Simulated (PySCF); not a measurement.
ClGe2H5. Atoms are numbered in the order given.

```xyz
8

Cl    -0.9447     2.0362     0.0000
Ge     0.7186     0.6307     0.0000
Ge    -0.2684    -1.5791     0.0000
H      1.5479     0.9331    -1.2604
H      1.5479     0.9331     1.2604
H     -1.1383    -1.7395     1.2564
H     -1.1383    -1.7395    -1.2564
H      0.8352    -2.6532     0.0000
```

The structure is a stationary point at PBE0-D3(BJ)/def2-SVP. This is a generated structure with no PubChem entry under its InChIKey; it may be hypothetical.

Calculation: PBE/def2-TZVPD (PySCF).

Symmetry labels are those of the subgroup Cs that the program uses (full group Cs).

Computed valence orbital energies around the gap with their symmetry:
```json
[
 {"orbital": "HOMO−7", "symmetry": "A'", "energy (eV)": "-13.09"},
 {"orbital": "HOMO−6", "symmetry": "A'", "energy (eV)": "-9.38"},
 {"orbital": "HOMO−5", "symmetry": "A\"", "energy (eV)": "-9.33"},
 {"orbital": "HOMO−4", "symmetry": "A'", "energy (eV)": "-8.63"},
 {"orbital": "HOMO−3", "symmetry": "A\"", "energy (eV)": "-8.53"},
 {"orbital": "HOMO−2", "symmetry": "A'", "energy (eV)": "-8.28"},
 {"orbital": "HOMO−1", "symmetry": "A\"", "energy (eV)": "-7.37"},
 {"orbital": "HOMO", "symmetry": "A'", "energy (eV)": "-6.94"},
 {"orbital": "LUMO", "symmetry": "A'", "energy (eV)": "-1.64"},
 {"orbital": "LUMO+1", "symmetry": "A'", "energy (eV)": "-1.04"},
 {"orbital": "LUMO+2", "symmetry": "A'", "energy (eV)": "-0.64"},
 {"orbital": "LUMO+3", "symmetry": "A\"", "energy (eV)": "-0.47"}
]
```
